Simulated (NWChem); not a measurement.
Species: C₄H₄O₂; SMILES c1cocc1O

```xyz
10

O     -0.0974    -2.0636     0.0000
C     -0.0270    -0.7178     0.0000
C      1.1405     0.1120     0.0000
C      0.6736     1.3942     0.0000
O     -0.6648     1.4132     0.0000
C     -1.1005     0.1295     0.0000
H      0.7938    -2.4242     0.0000
H      2.1823    -0.2043     0.0000
H      1.1738     2.3596     0.0000
H     -2.1729    -0.0360     0.0000
```
Atoms are numbered in this order, from 1.

Results from NWChem. The geometry was optimised at PBE0/def2-SVP. Total energies compare along this basis series because the functional is fixed.

```tsv
level	basis functions	energy (Ha)	highest occupied level (eV)	orbital gap (eV)	dipole (D)
Hartree-Fock/pcseg-1	104	-303.3869	-8.53	12.52	2.36
Hartree-Fock/pcseg-2	236	-303.5819	-8.43	[?]	[?]
Hartree-Fock/STO-3G	34	-299.5810	-6.58	14.47	1.77
Hartree-Fock/def2-SVP	104	-303.2457	-8.45	12.73	2.33
```

Problem. What belongs in the gaps?

Solution. 
- Hartree-Fock/pcseg-2, orbital gap (eV): 10.87
- Hartree-Fock/pcseg-2, dipole (D): 2.22
